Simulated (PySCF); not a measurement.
# Working out the ionisation energy of O(2+)

O(2+) [He] 2s2 2p2 (3P) → O(3+) [He] 2s2 2p1 (2P). All numbers are calculated (PySCF 2.14, the spin-free X2C one-electron Hamiltonian (Gaussian nucleus), in x2c-TZVPPall). Frozen: nothing. Energies in hartree (1 hartree = 27.21139 eV):

| part | O(2+) (lower) | O(3+) (upper) |
| --- | --- | --- |
| UHF | -73.156090 | -71.149555 |
| CCSD correlation | -0.112719 | -0.106382 |
| (T) | -0.001397 | -0.001097 |

**Question.** What does Hartree-Fock give?

**Answer.** (-71.149555) − (-73.156090) = 2.006535 hartree = 54.601 eV.

**Question.** What do CCSD and CCSD(T) give?

**Answer.** The CCSD correlation energies differ by 0.006337 hartree = 0.172 eV and the triples by 0.000300 hartree = 0.008 eV, so CCSD gives 54.773 eV and CCSD(T) 54.781 eV.

A first-order spin-orbit estimate adds -0.005 eV to CCSD(T) (valence and next inner shell), giving 54.776 eV against 54.936 eV (semi-empirical (NIST evaluation); NIST Atomic Spectra Database, ionization energies).

What remains against the reference includes basis incompleteness and higher excitations.
